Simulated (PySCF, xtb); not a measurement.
TiCl₂O, SMILES [Ti]([Cl])(=[O])[Cl], multiplicity 1.

GFN2-xTB in xtb at its own geometry gives an orbital gap of 2.61 eV and a dipole moment of 5.83 D.

Geometry: ωB97X-D3(BJ)/def2-SVP. The spin state was assumed, not searched. The isomer is the one that the SMILES or the coordinates give; other isomers of the formula were not compared.

Problem. What does r2SCAN/def2-TZVPD (PySCF) give? (An estimate is asked for; the answer gives what the named calculation found.)

Solution. gap 3.53 eV (levels -8.30 and -4.76 eV), dipole 0.57 D.
